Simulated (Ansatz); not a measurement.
The cluster NaPb₂. The state is a doublet with charge 0. Geometry B3LYP-D4/def2-TZVPD, that of the charge -1 singlet; atoms count from 1.

| atom | x (Å) | y (Å) | z (Å) |
| --- | --- | --- | --- |
| Na1 | 0.0170 | 0.6014 | -1.7480 |
| Pb2 | -1.3002 | 0.2355 | 1.0457 |
| Pb3 | 1.2832 | -0.8369 | 0.7023 |

In the def2 sets Pb takes a core potential; there is no spin–orbit coupling. The structure comes from a short search, and lower isomers may exist.

**Question.** Estimate the Mulliken populations from the PBE0/def2-TZVPD orbitals of Ansatz.

**Answer.** 
```tsv
atom	charge (e)	spin (α − β)
Na1	0.17	-0.05
Pb2	-0.08	0.53
Pb3	-0.08	0.53
```
Mulliken values depend strongly on the basis. With diffuse functions, as here, like atoms can get unlike values, and bond orders can come out too low or too high.

**Question.** Where does the spin sit?

**Answer.** Summed by element: Na -0.05, Pb 1.05, of 1 unpaired in all. Largest on single atoms: Pb2 0.53, Pb3 0.53, Na1 -0.05.

**Question.** And the Mayer bond orders between heavy atoms (over 0.3)?

**Answer.** Na1–Pb2 0.55 (3.11 Å); Na1–Pb3 0.54 (3.11 Å); Pb2–Pb3 1.71 (2.82 Å).
